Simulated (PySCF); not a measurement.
Method used: PBE0/pcSseg-1 in PySCF (dipole) on a GFN2-xTB geometry, gas phase. Rigid rotors, one computed conformer each.

Species:
1. `CC(C)(C)F`
2. `[CH2:1]=[CH:2][C@@H:3]([CH2:4][C:5]#[N:6])[O:7][SiH2:8][C:9]#[N:10]` with C1–C2–C3–C4 124°, C2–C3–C4–C5 -172°, C2–C3–O7–Si8 102°, C3–O7–Si8–C9 -57°
3. `[CH3:1][O:2][C:3](=[O:4])[O:5][CH2:6][O:7][CH2:8][F:9]` with C1–O2–C3–O4 1°, O2–C3–O5–C6 -174°, C3–O5–C6–O7 94°, O5–C6–O7–C8 70°, C6–O7–C8–F9 71°

Rotational constants (MHz) and dipole components (D):

```tsv
set	A	B	C	μa	μb	μc
P	4804	694.1	655.6	1.89	1.38	0.25
Q	1549	774.8	565.6	0.87	2.29	1.58
R	4728	4727	4533	0.01	0.00	1.90
```

**Question.** Which set belongs to which species?

**Answer.** P = 3, Q = 2, R = 1.

- 1 (set R): mass 76.1 u, 5 heavy atoms, longest extent 4.3 Å, C3v, oblate symmetric top, Ia, Ib, Ic = 106.9, 106.9, 111.5 u·Å².
- 2 (set Q): mass 152.0 u, 10 heavy atoms, longest extent 6.9 Å, C1, asymmetric top, Ia, Ib, Ic = 326.2, 652.3, 893.5 u·Å².
- 3 (set P): mass 138.0 u, 9 heavy atoms, longest extent 7.6 Å, C1, near-prolate asymmetric top, Ia, Ib, Ic = 105.2, 728.1, 770.9 u·Å².

Each constant is 505379 MHz·u·Å² over a principal moment. Point groups hold within 0.08 Å; constants that symmetry makes equal can differ a little in the computed geometry, and forbidden dipole components can keep a residue. No structure here is proved a minimum.
